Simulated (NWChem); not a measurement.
System: hexafluoroethane (C2F6); SMILES FC(C(F)(F)F)(F)F

Here is an NWChem input.

```
start job
memory heap 200 mb stack 900 mb global 1100 mb
geometry units angstroms noautoz
  F      0.898014    -0.863234     1.218485
  C      0.000000     0.000000     0.771040
  F      0.298576     1.209320     1.218485
  F     -1.196590    -0.346085     1.218485
  C      0.000000     0.000000    -0.771038
  F      1.194582     0.352955    -1.218483
  F     -0.291623    -1.211016    -1.218483
  F     -0.902959     0.858061    -1.218483
end
basis spherical
  * library def2-tzvpd
end
dft
  xc r2scan
  iterations 150
  semidirect filesize 400000000
  mulliken
end
task dft energy
```

Parts of the log:

```
             Northwest Computational Chemistry Package (NWChem) 7.3.0
             --------------------------------------------------------

 C3  symmetry detected

                             Geometry "geometry" -> ""
                             -------------------------

 Output coordinates in angstroms (scale by  1.889725989 to convert to a.u.)

  No.       Tag          Charge          X              Y              Z
 ---- ---------------- ---------- -------------- -------------- --------------
    1 F                    9.0000    -0.48632696     1.14677305    -1.21848400
    2 C                    6.0000     0.00000000    -0.00000000    -0.77103900
    3 F                    9.0000     1.23629807    -0.15221502    -1.21848400
    4 F                    9.0000    -0.74997112    -0.99455803    -1.21848400
    5 C                    6.0000     0.00000000     0.00000000     0.77103900
    6 F                    9.0000     0.75567332     0.99023301     1.21848400
    7 F                    9.0000    -1.23540360     0.15931578     1.21848400
    8 F                    9.0000     0.47973029    -1.14954880     1.21848400

 Effective nuclear repulsion energy (a.u.)     465.0062607023

      Symmetry information
      --------------------

 Group name             C3
 Group number              5
 Group order               3
 No. of unique centers     4

                                 NWChem DFT Module
                                 -----------------

 Summary of "ao basis" -> "ao basis" (spherical)
 ------------------------------------------------------------------------------
       Tag                 Description            Shells   Functions and Types
 ---------------- ------------------------------  ------  ---------------------
 F                         def2-tzvpd               14       40   6s4p3d1f
 C                         def2-tzvpd               13       37   6s3p3d1f

      Symmetry analysis of basis
      --------------------------

        a         110
        e+        102
        e-        102

  Rotation of axis

            General Information
            -------------------
          SCF calculation type: DFT
          Wavefunction type:  closed shell.
          No. of atoms     :     8
          No. of electrons :    66
           Alpha electrons :    33
            Beta electrons :    33
          Charge           :     0
          Spin multiplicity:     1
          Use of symmetry is: on ; symmetry adaption is: on
          Maximum number of iterations: 150
          AO basis - number of functions:   314
                     number of shells:   110
          Convergence on energy requested:  1.00D-06
          Convergence on density requested:  1.00D-05
          Convergence on gradient requested:  5.00D-04

              XC Information
              --------------
                      r^2SCAN Method XC Functional
               r^2SCAN metaGGA Exchange Functional  1.000
                     r^2SCAN Correlation Potential  1.000

             Grid Information
             ----------------
          Grid used for XC integration:  medium
          Radial quadrature: Mura-Knowles
          Angular quadrature: Lebedev.
          Tag              B.-S. Rad. Rad. Pts. Rad. Cut. Ang. Pts.
          ---              ---------- --------- --------- ---------
          F                   0.50       49          12.0       434
          C                   0.70       49          11.0       434
          Grid pruning is: on
          Number of quadrature shells:   196
          Spatial weights used:  Erf1

      Superposition of Atomic Density Guess
      -------------------------------------

 Sum of atomic energies:        -671.85221975

      Non-variational initial energy
      ------------------------------

 Total energy =    -674.354620
 1-e energy   =   -1863.544605
 2-e energy   =     724.183725
 HOMO         =      -0.395269
 LUMO         =       0.061950

      Symmetry analysis of molecular orbitals - initial
      -------------------------------------------------

  Numbering of irreducible representations:

     1 a           2 e+          3 e-

  Orbital symmetries:

     1 a           2 a           3 e+          4 e+          5 e+
     6 e+          7 a           8 a           9 a          10 a
    11 e+         12 e+         13 e+         14 e+         15 a
    16 a          17 a          18 e+         19 e+         20 e+
    21 e+         22 a          23 e+         24 e+         25 e+
    26 e+         27 e+         28 e+         29 e+         30 e+
    31 a          32 a          33 a          34 a          35 e+
    36 e+         37 a          38 e+         39 e+         40 e+
    41 e+         42 a          43 e+

------------------------------------------------------------
EAF file 0: "./job.aoints.0" size=2761424896 bytes
------------------------------------------------------------
               write      read    awrite     aread      wait
               -----      ----    ------     -----      ----
     calls:     5267         0         0         0         0
   data(b): 2.76e+09  0.00e+00  0.00e+00  0.00e+00
   time(s): 0.00e+00  0.00e+00  0.00e+00  0.00e+00  0.00e+00
rate(mb/s): 0.00e+00  0.00e+00
------------------------------------------------------------

     ---------------------------------------------
      Total Density - Mulliken Population Analysis
     ---------------------------------------------

    Atom       Charge   Shell Charges
 -----------   ------   -------------------------------------------------------
    1 F    9     9.42   0.77  1.20  0.61  1.00  0.32  0.03  2.33  2.31  0.83  0.01  0.00  0.01  0.00  0.00
    2 C    6     4.73   0.85  1.13  0.47  0.54  0.10  0.02  0.77  0.74 -0.22  0.06  0.20  0.04  0.03
    3 F    9     9.42   0.77  1.20  0.61  1.00  0.32  0.03  2.33  2.31  0.83  0.01  0.00  0.01  0.00  0.00
    4 F    9     9.42   0.77  1.20  0.61  1.00  0.32  0.03  2.33  2.31  0.83  0.01  0.00  0.01  0.00  0.00
    5 C    6     4.74   0.85  1.13  0.47  0.54  0.10  0.02  0.77  0.74 -0.22  0.06  0.20  0.04  0.03
    6 F    9     9.42   0.77  1.20  0.61  1.00  0.32  0.03  2.33  2.31  0.83  0.01  0.00  0.01  0.00  0.00
    7 F    9     9.42   0.77  1.20  0.61  1.00  0.32  0.03  2.33  2.31  0.83  0.01  0.00  0.01  0.00  0.00
    8 F    9     9.42   0.77  1.20  0.61  1.00  0.32  0.03  2.33  2.31  0.83  0.01  0.00  0.01  0.00  0.00

   convergence    iter        energy       DeltaE   RMS-Dens  Diis-err
 ---------------- ----- ----------------- --------- --------- ---------
 d= 0,ls=0.0,diis     1   -674.9884804780 -1.14D+03  1.07D-02  3.66D+00
 d= 0,ls=0.0,diis     2   -674.4146729474  5.74D-01  5.52D-03  1.16D+01
 d= 0,ls=0.0,diis     3   -675.3049313789 -8.90D-01  4.71D-04  7.37D-02
 d= 0,ls=0.0,diis     4   -675.3081221570 -3.19D-03  2.82D-04  2.19D-02
 d= 0,ls=0.0,diis     5   -675.3095715838 -1.45D-03  1.55D-05  3.89D-05
  Resetting Diis
 d= 0,ls=0.0,diis     6   -675.3095747844 -3.20D-06  3.90D-06  8.84D-07
 d= 0,ls=0.0,diis     7   -675.3095748474 -6.30D-08  8.38D-07  4.67D-09

         Total DFT energy =     -675.309574847367
      One electron energy =    -1862.803537637499
           Coulomb energy =      795.966449314344
    Exchange-Corr. energy =      -73.478747226531
 Nuclear repulsion energy =      465.006260702319

 Numeric. integr. density =       65.999999474384

                  Occupations of the irreducible representations
                  ----------------------------------------------

                     irrep           alpha         beta
                     --------     --------     --------
                     a                13.0         13.0
                     e+               20.0         20.0
                     e-                0.0          0.0

                       DFT Final Molecular Orbital Analysis
                       ------------------------------------

 Vector   31  Occ=2.000000D+00  E=-4.079098D-01  Symmetry=a
              MO Center=  9.8D-14, -6.8D-14, -1.5D-05, r^2= 3.4D+00
   Bfn.  Coefficient  Atom+Function         Bfn.  Coefficient  Atom+Function
  ----- ------------  ---------------      ----- ------------  ---------------
    85     -0.215848  3 F  py               242     -0.215673  7 F  py
     7      0.200186  1 F  px               281      0.200717  8 F  px
    88     -0.177392  3 F  py               245     -0.177247  7 F  py
   124     -0.173674  4 F  px               201     -0.172839  6 F  px
    10      0.164520  1 F  px               284      0.164959  8 F  px

 Vector   32  Occ=2.000000D+00  E=-4.007040D-01  Symmetry=a
              MO Center= -3.2D-14, -3.7D-14,  1.5D-05, r^2= 3.4D+00
   Bfn.  Coefficient  Atom+Function         Bfn.  Coefficient  Atom+Function
  ----- ------------  ---------------      ----- ------------  ---------------
    85     -0.218446  3 F  py               242      0.218303  7 F  py
     7      0.202653  1 F  px               281     -0.203107  8 F  px
    88     -0.179621  3 F  py               245      0.179504  7 F  py
   124     -0.175706  4 F  px               201      0.175005  6 F  px
    10      0.166637  1 F  px               284     -0.167009  8 F  px

 Vector   33  Occ=2.000000D+00  E=-3.644173D-01  Symmetry=a
              MO Center=  1.3D-14,  2.8D-14,  7.2D-07, r^2= 2.8D+00
   Bfn.  Coefficient  Atom+Function         Bfn.  Coefficient  Atom+Function
  ----- ------------  ---------------      ----- ------------  ---------------
    49     -0.198101  2 C  pz               166      0.198101  5 C  pz
     9      0.185044  1 F  pz                86      0.185044  3 F  pz
   126      0.185044  4 F  pz               203     -0.185044  6 F  pz
   243     -0.185044  7 F  pz               283     -0.185044  8 F  pz
    12      0.151850  1 F  pz                89      0.151850  3 F  pz

 Vector   34  Occ=0.000000D+00  E= 1.998489D-02  Symmetry=a
              MO Center=  2.5D-15,  5.3D-15, -2.8D-06, r^2= 1.3D+01
   Bfn.  Coefficient  Atom+Function         Bfn.  Coefficient  Atom+Function
  ----- ------------  ---------------      ----- ------------  ---------------
    45      2.518037  2 C  s                162      2.517989  5 C  s
    46      2.031611  2 C  s                163      2.031524  5 C  s
     6     -1.354129  1 F  s                 83     -1.354129  3 F  s
   123     -1.354129  4 F  s                200     -1.354106  6 F  s
   240     -1.354106  7 F  s                280     -1.354106  8 F  s

 Vector   35  Occ=0.000000D+00  E= 3.595508D-02  Symmetry=e+
              MO Center=  2.3D-03, -4.6D-04,  3.0D-07, r^2= 7.3D+00
   Bfn.  Coefficient  Atom+Function         Bfn.  Coefficient  Atom+Function
  ----- ------------  ---------------      ----- ------------  ---------------
   123      1.590069  4 F  s                200     -1.591055  6 F  s
    83     -1.111381  3 F  s                240      1.108006  7 F  s
    53      0.853428  2 C  px               170      0.853336  5 C  px
    54      0.715014  2 C  py               171      0.715044  5 C  py
   280      0.483048  8 F  s                  6     -0.478688  1 F  s

 Vector   36  Occ=0.000000D+00  E= 3.595508D-02  Symmetry=e+
              MO Center= -2.3D-03,  4.6D-04,  3.0D-07, r^2= 7.3D+00
   Bfn.  Coefficient  Atom+Function         Bfn.  Coefficient  Atom+Function
  ----- ------------  ---------------      ----- ------------  ---------------
     6      1.559683  1 F  s                280     -1.558304  8 F  s
    83     -1.194398  3 F  s                240      1.197484  7 F  s
    54     -0.853428  2 C  py               171     -0.853336  5 C  py
    53      0.715014  2 C  px               170      0.715044  5 C  px
    17     -0.526614  1 F  py               291     -0.527301  8 F  py

------------------------------------------------------------
EAF file 0: "./job.aoints.0" size=3200253952 bytes
------------------------------------------------------------
               write      read    awrite     aread      wait
               -----      ----    ------     -----      ----
     calls:     6104         6         0     36618     36618
   data(b): 3.20e+09  3.15e+06  0.00e+00  1.92e+10
   time(s): 0.00e+00  0.00e+00  0.00e+00  0.00e+00  0.00e+00
rate(mb/s): 0.00e+00  0.00e+00
------------------------------------------------------------

     ---------------------------------------------
      Total Density - Mulliken Population Analysis
     ---------------------------------------------

    Atom       Charge   Shell Charges
 -----------   ------   -------------------------------------------------------
    1 F    9     9.25   0.77  1.20  0.63  0.96  0.41  0.06  2.27  2.14  0.78  0.01  0.00  0.02 -0.01  0.00
    2 C    6     5.25   0.86  1.12  0.53  0.62  0.02  0.03  1.18  0.88 -0.47  0.08  0.30  0.07  0.04
    3 F    9     9.25   0.77  1.20  0.63  0.96  0.41  0.06  2.27  2.14  0.78  0.01  0.00  0.02 -0.01  0.00
    4 F    9     9.25   0.77  1.20  0.63  0.96  0.41  0.06  2.27  2.14  0.78  0.01  0.00  0.02 -0.01  0.00
    5 C    6     5.25   0.86  1.12  0.53  0.62  0.02  0.03  1.18  0.88 -0.47  0.08  0.30  0.07  0.04
    6 F    9     9.25   0.77  1.20  0.63  0.96  0.41  0.06  2.27  2.14  0.78  0.01  0.00  0.02 -0.01  0.00
    7 F    9     9.25   0.77  1.20  0.63  0.96  0.41  0.06  2.27  2.14  0.78  0.01  0.00  0.02 -0.01  0.00
    8 F    9     9.25   0.77  1.20  0.63  0.96  0.41  0.06  2.27  2.14  0.78  0.01  0.00  0.02 -0.01  0.00

     -------------------------------------------
      Total Density - Lowdin Population Analysis
     -------------------------------------------

    Atom       Charge   Shell Charges
 -----------   ------   -------------------------------------------------------
    1 F    9     8.81   0.86  1.10  0.58  0.63  0.28  0.07  2.13  2.08  0.75  0.11  0.00  0.02  0.18  0.00
    2 C    6     6.58   0.91  1.03  0.30  0.19  0.09  0.05  0.99  0.89  0.31  0.12  1.00  0.43  0.27
    3 F    9     8.81   0.86  1.10  0.58  0.63  0.28  0.07  2.13  2.08  0.75  0.11  0.00  0.02  0.18  0.00
    4 F    9     8.81   0.86  1.10  0.58  0.63  0.28  0.07  2.13  2.08  0.75  0.11  0.00  0.02  0.18  0.00
    5 C    6     6.58   0.91  1.03  0.30  0.19  0.09  0.05  0.99  0.89  0.31  0.12  1.00  0.43  0.27
    6 F    9     8.81   0.86  1.10  0.58  0.63  0.28  0.07  2.13  2.08  0.75  0.11  0.00  0.02  0.18  0.00
    7 F    9     8.81   0.86  1.10  0.58  0.63  0.28  0.07  2.13  2.08  0.75  0.11  0.00  0.02  0.18  0.00
    8 F    9     8.81   0.86  1.10  0.58  0.63  0.28  0.07  2.13  2.08  0.75  0.11  0.00  0.02  0.18  0.00

     Multipole analysis of the density
     ---------------------------------

     L   x y z        total         alpha         beta         nuclear
     -   - - -        -----         -----         ----         -------
     0   0 0 0     -0.000000    -33.000000    -33.000000     66.000000

     1   1 0 0     -0.000000     -0.000000     -0.000000      0.000000
     1   0 1 0      0.000000      0.000000      0.000000      0.000000
     1   0 0 1     -0.000000     -0.000000     -0.000000     -0.000000

     2   2 0 0    -30.887776    -90.245687    -90.245687    149.603597
     2   1 1 0     -0.000000     -0.000000     -0.000000      0.000000
     2   1 0 1      0.000000      0.000000      0.000000     -0.000000
     2   0 2 0    -30.887776    -90.245687    -90.245687    149.603597
     2   0 1 1      0.000000      0.000000      0.000000      0.000000
     2   0 0 2    -30.643731   -171.213088   -171.213088    311.782446
```

Level: r2SCAN/def2-TZVPD. Coordinates come from a PBE0/def2-SVP optimisation.
